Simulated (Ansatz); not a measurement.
C2H7BO2 (`CCB(O)O`), 12 atoms. The species carries charge 0 and has multiplicity 1. All runs use 4 threads of an Intel Xeon on a shared host. Correlated methods freeze the cores.

How many basis functions does each run have, and how long does it take in Ansatz? RKS PBE0-D4/def2-QZVPP energy; RKS BLYP-D4/def2-TZVPP energy; RKS ωB97M-V/def2-SVP energy; RHF-MP2/def2-QZVPP energy; RKS B3LYP-D4/def2-TZVPP energy and forces; direct RPA on PBE orbitals/def2-TZVPP energy; RHF-CCSD(T)/def2-SVP energy; RKS ωB97M-V/def2-QZVPP energy; RKS revPBE-D4/def2-TZVPP energy; RKS PBE0-D4/def2-TZVP relaxation (6 steps); RKS PBE0-D4/def2-SVP energy; RHF-CCSD(T)/def2-TZVPP energy. (An estimate is asked.)

Computed: Other jobs shared the machine, so times are rough.

```tsv
level	job	functions	wall time	peak host memory (GiB)
RKS PBE0-D4/def2-SVP	energy	105	1.8 s	0.51
RKS revPBE-D4/def2-TZVPP	energy	253	3.5 s	0.3
RKS BLYP-D4/def2-TZVPP	energy	253	3.6 s	0.3
RKS ωB97M-V/def2-SVP	energy	105	4.7 s	0.51
RKS B3LYP-D4/def2-TZVPP	energy and forces	253	7.5 s	0.65
direct RPA on PBE orbitals/def2-TZVPP	energy	253	9 s	0.64
RHF-CCSD(T)/def2-SVP	energy	105	9.5 s	0.54
RKS PBE0-D4/def2-QZVPP	energy	495	12 s	1.5
RKS ωB97M-V/def2-QZVPP	energy	495	25 s	1.9
RKS PBE0-D4/def2-TZVP	relaxation (6 steps)	197	37 s	0.45
RHF-MP2/def2-QZVPP	energy	495	38 s	3.3
RHF-CCSD(T)/def2-TZVPP	energy	253	2.9 min	6
```

B3LYP here is the variant with VWN-RPA as its local correlation; programs differ in this.
